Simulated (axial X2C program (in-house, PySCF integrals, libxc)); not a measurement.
CuN: nuclear properties from DFT to coupled cluster

Calculated with an axial X2C code built on PySCF integrals: two-component X2C with atomic mean-field Coulomb and Gaunt terms, Gaussian nuclei, basis Cu dyall-acv3z, N dyall-av3z with contracted cores.

R = 1.774 Å (near the PBE0 minimum at charge 0 of the determinant lowest at the starting distance; the state shown can have its own minimum elsewhere); state Ω = 1 (⟨Sz⟩ = 1.00, ⟨Lz⟩ = 0.00 at PBE0).

```csv
level,Eeff magnitude (GV/cm),Ws magnitude Cu (kHz),A∥/gI Cu (MHz),qzz Cu (a.u.),A∥/gI N (MHz),μ (D)
PBE0,0.398,0.114,-434,0.61,-83.6,-3.57
HF,0.321,0.0732,-818,-0.62,2.37,-4.21
B3LYP,0.423,0.124,-405,0.81,-70.3,-3.37
```

Eeff is the effective electric field on the electron electric dipole moment in this Ω state and Ws the scalar–pseudoscalar constant of the nucleus named (defined with the proton number Z and per Ω); A∥ (defined per Ω) follows by multiplying with gI = μI/(I μN); qzz is the electric field gradient, eQq0 = 234.96 MHz × Q/barn × qzz; μ is positive if the N end (last atom) is positive. The operators were transformed with the bare-nucleus X2C matrices; with these basis sets, hyperfine constants and field gradients can be off by tens of per cent, and where levels differ in sign neither size nor sign is settled.

Finite-field MP2, CCSD and CCSD(T), with 24 electrons correlated in 130 natural virtual spinors (MP2 remainder added):

```tsv
level	Eeff magnitude (GV/cm)	Ws magnitude Cu (kHz)	A∥/gI Cu (MHz)	qzz Cu (a.u.)	A∥/gI N (MHz)	μ (D)
MP2	0.188	0.0385	-312	-0.23	-92.5	-5.11
CCSD	0.218	0.0484	-334	-0.15	-65.6	-4.60
CCSD(T)	0.34	0.0977	-305	0.10	-66.3	-4.17
```

T1 = 0.031 (Lee–Taylor). One unrestricted determinant, the lowest of a limited PBE0 search, is the reference; the functionals treat spin collinearly. With several open shells it need not be a pure state. Eeff spreads by more than a factor of two over the levels. Correlation of the inner shells is missing, which matters for properties at the nucleus. Number of frozen shells: Cu 2 s, 1 p; N 1 s.

(1) By how much does correlation change each value, CCSD(T) against HF?

Answers

(1) Eeff magnitude 6 %; Ws magnitude Cu 33 %; A∥/gI Cu -63 %; qzz Cu from -0.62 to 0.10, a change of sign; A∥/gI N from 2.37 to -66.3, a change of sign; μ -1 %.
